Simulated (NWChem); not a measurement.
System: Si$_{2}$H$_{4}$OClF; SMILES O[SiH2][Si@@H](F)Cl

Input file for NWChem:

```
start job
memory heap 200 mb stack 900 mb global 1100 mb
geometry units angstroms noautoz
  O      1.097762     2.275085     0.181914
  Si    -0.404102     1.709645    -0.272843
  Si    -0.503609    -0.519655     0.453767
  F     -1.607648    -1.383395    -0.366344
  Cl     1.378256    -1.261730    -0.029110
  H      1.833428     1.679472    -0.000028
  H     -0.617956     1.710751    -1.753789
  H     -1.419175     2.580615     0.378640
  H     -0.722505    -0.787823     1.900442
end
basis spherical
  O library def2-svp
  Si library def2-svp
  F library def2-svp
  Cl library def2-svp
  H library def2-svp
end
dft
  xc r2scan
  iterations 150
  mulliken
end
task dft energy
```

The geometry was optimised at PBE0/def2-SVP.

Give the results of this calculation. (r2SCAN/def2-SVP.) Quantities: energy (Ha); highest occupied level (eV); orbital gap (eV); dipole (D).


- energy (Ha): -1216.17
- highest occupied level (eV): -7.08
- orbital gap (eV): 5.69
- dipole (D): 0.64
